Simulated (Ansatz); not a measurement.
Z-matrix (Å, degrees):
```
C
Al 1 1.946
H 1 1.094 2 111.6
H 1 1.095 2 110.4 3 -118.5
H 1 1.093 2 112.4 3 121.7
C 2 1.991 1 118.6 3 -134.7
Cl 2 2.452 1 110.0 3 -82.3
H 2 1.583 1 125.3 3 49.4
B 6 1.535 2 117.6 1 -19.1
H 6 1.087 2 114.1 1 -164.8
O 9 1.352 6 124.8 2 78.5
H 9 1.200 6 117.6 2 -97.1
H 11 0.964 9 112.6 6 5.8
```

Total charge 0; spin multiplicity 1. The bonds changed during the relaxation, so this is another structure than the one it started from.

(1) List the r2SCAN/def2-TZVPP orbital energies in eV (the Gaussian-basis code of Ansatz). (Estimate.)

## Answers

(1) Computed: Occupied: -2754.41, -1516.84, -516.39, -273.97, -272.34, -255.74, -194.32, -194.14, -194.11, -180.79, -110.35, -70.70, -70.50, -70.43, -27.20, -22.87, -17.67, -17.32, -14.48, -12.08, -11.89, -10.91, -10.03, -9.97, -9.73, -9.22, -8.79, -8.68, -8.01, -7.16, -6.86. Lowest empty: -1.37, -0.64, -0.40, 0.35, 0.91, 1.45, 2.00, 2.70.
